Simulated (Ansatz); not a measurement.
Ansatz (an electronic-structure program) input:

Ansatz 0.2 input:
```yaml
crystal:
  periodic: [false, false, false]
  atoms:
    - {symbol: Mo, position_ang: [0.03588077, 0.00549569, -0.01569460]}
    - {symbol: H, position_ang: [0.59486821, 1.34707647, -0.91156705]}
    - {symbol: H, position_ang: [-1.08243963, 0.38152883, 1.14278402]}
    - {symbol: H, position_ang: [0.70194908, -0.19917407, 1.51545109]}
    - {symbol: H, position_ang: [-1.57088985, -0.32611548, -0.22169543]}
    - {symbol: H, position_ang: [-0.15048024, -1.43413462, -0.86579930]}
basis:
  gaussian:
    orbitals: def2-TZVP
hamiltonian:
  xc: b3lyp
  dispersion: d3bj
magnetization: {spin_polarized: true, initial_magnetization: 1}
phonons: {temperatures: {t_min: 298.15, t_max: 298.15, t_step: 100}}
```

Question: Predict the final energy.

Answer: -71.12235 Eh (B3LYP-D3(BJ)/def2-TZVP). The basis has 70 functions.

The spin state was set by rule; other spins were not relaxed.
